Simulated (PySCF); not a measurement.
**Correlation energy of Ti(9+) (titanium, charge +9)**

[Ne] 3s2 3p1, 2P determinant. Computed with PySCF 2.14 in an even-tempered Gaussian basis (18 s from 0.32 bohr⁻², ratio 2.5; 12 p from 0.42 bohr⁻², ratio 2.5; 5 d from 2.8 bohr⁻², ratio 2.7; 5 f from 4.2 bohr⁻², ratio 2.7), with the non-relativistic Hamiltonian (point nucleus). Frozen: 1s2; 11 electrons correlated; the 21 highest virtual orbitals of each spin left out.

| level | correlation energy (mhartree) |
| --- | --- |
| CCSD | -421.80 |
| (T) | -3.01 |
| CCSD(T) | -424.81 |

Diagnostics: T1 = 0.0033, D1 = 0.0137, largest double amplitude 0.093.

Cost of the coupled-cluster step: roughly 80 core-seconds, for 11 correlated electrons.

Iterations:

```
CC2 = 0
CCSD nocc = (np.int64(6), np.int64(5)), nmo = (92, 92)
frozen orbitals [[0, 93, 94, 95, 96, 97, 98, 99, 100, 101, 102, 103, 104, 105, 106, 107, 108, 109, 110, 111, 112, 113], [0, 93, 94, 95, 96, 97, 98, 99, 100, 101, 102, 103, 104, 105, 106, 107, 108, 109, 110, 111, 112, 113]]
max_cycle = 100
direct = 0
conv_tol = 1e-08
conv_tol_normt = 1e-06
diis_space = 8
diis_start_cycle = 0
Init t2, MP2 energy = -0.400203706411992
Init E_corr(UCCSD) = -0.400203706414288
cycle = 1  E_corr(UCCSD) = -0.414505111018451  dE = -0.0143014046  norm(t1,t2) = 0.0332461
cycle = 2  E_corr(UCCSD) = -0.419192340623393  dE = -0.0046872296  norm(t1,t2) = 0.0126854
cycle = 3  E_corr(UCCSD) = -0.421816257754982  dE = -0.00262391713  norm(t1,t2) = 0.00509817
cycle = 4  E_corr(UCCSD) = -0.421797901619419  dE = 1.83561356e-05  norm(t1,t2) = 0.000343305
cycle = 5  E_corr(UCCSD) = -0.421799805380784  dE = -1.90376136e-06  norm(t1,t2) = 2.88564e-05
cycle = 6  E_corr(UCCSD) = -0.421799845779106  dE = -4.03983216e-08  norm(t1,t2) = 3.84343e-06
cycle = 7  E_corr(UCCSD) = -0.421799699204607  dE = 1.46574499e-07  norm(t1,t2) = 8.55617e-07
cycle = 8  E_corr(UCCSD) = -0.421799732608611  dE = -3.34040044e-08  norm(t1,t2) = 1.13349e-07
cycle = 9  E_corr(UCCSD) = -0.421799729272663  dE = 3.33594763e-09  norm(t1,t2) = 1.12679e-08
UCCSD converged
E(UCCSD) = -819.3596963111343  E_corr = -0.4217997292726633
UCCSD(T) correction = -0.00301373161317765
```
